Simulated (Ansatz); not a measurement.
Species: BCl2, charge 1, singlet. BCl2+ (parent SMILES Cl[B]Cl, singlet).
B3LYP-D3(BJ)/def2-TZVP minimum from Ansatz (a program for electronic structure):
```xyz
3

Cl     0.0000     0.0000    -1.6135
B      0.0000     0.0000     0.0000
Cl     0.0000     0.0000     1.6135
```
Charge +1, spin multiplicity 1.

Total energies in cc-pV(T+d)Z, 16 correlated electrons, 11 frozen orbitals. UHF or UKS for unpaired electrons; spin-orbit terms are left out. Correlated methods leave the cores frozen. No relativity. The spin of BCl2+ (parent SMILES Cl[B]Cl, singlet) was assumed, and the state is the lowest solution found for it.

```csv
method,program,energy (Eh),minus CCSDT(Q) (mEh)
HF,Ansatz,-943.49061,503.20
MP2,Ansatz,-943.93643,57.39
CCSD,Ansatz,-943.96783,25.99
CCSD(T),Ansatz,-943.99147,2.34
CCSDT(Q),Ansatz,-943.99382,0.00
```

Rough core times of Ansatz's runs on a shared machine: CCSD(T) under 20 s, CCSDT(Q) 10 min.
